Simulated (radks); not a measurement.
Results of a calculation; reference values are marked as such.
Tm12+, configuration [Kr] 4d10 4f9 5s2 (the NIST ground configuration). Level of theory: scalar-relativistic Kohn-Sham, LB94 model potential, spin-polarised, spherical densities, finite nucleus; open shells are filled with parallel spins first (spin-orbit coupling, left out, can overturn this in heavy ions); Fermi nuclear charge, rms radius 5.2256 fm (a radial shooting solver on a logarithmic mesh with Libxc functionals).

Unscreened Slater integrals over Kohn-Sham orbitals (eV). They are taken over the spin-up orbitals. Empty in this configuration: 5p.

| integral | value |
|---|---|
| F0(4f,4f) | 39.983 |
| F2(4f,4f) | 19.815 |
| F4(4f,4f) | 12.603 |
| F6(4f,4f) | 9.1171 |
| F0(4f,5s) | 27.427 |
| G3(4f,5s) | 4.2680 |
| F0(4f,4d) | 41.660 |
| F2(4f,4d) | 20.567 |
| F4(4f,4d) | 13.270 |
| G1(4f,4d) | 23.933 |
| G3(4f,4d) | 15.313 |
| G5(4f,4d) | 10.906 |
| F0(4f,5p) | 25.676 |
| F2(4f,5p) | 9.0101 |
| G2(4f,5p) | 3.6766 |
| G4(4f,5p) | 3.1459 |
| F0(5s,5s) | 23.265 |
| F0(5s,4d) | 28.026 |
| G2(5s,4d) | 3.2521 |
| F0(5s,5p) | 22.247 |
| G1(5s,5p) | 15.162 |
| F0(4d,4d) | 43.889 |
| F2(4d,4d) | 22.368 |
| F4(4d,4d) | 15.004 |
| F0(4d,5p) | 26.178 |
| F2(4d,5p) | 8.4403 |
| G1(4d,5p) | 2.4695 |
| G3(4d,5p) | 2.4747 |
| F0(5p,5p) | 21.394 |
| F2(5p,5p) | 11.652 |

Derived for the open shells (J is the average intra-shell exchange parameter used in DFT+U). 4f: F4/F2 = 0.636, F6/F2 = 0.460, J = (286 F2 + 195 F4 + 250 F6)/6435 = 1.617 eV.
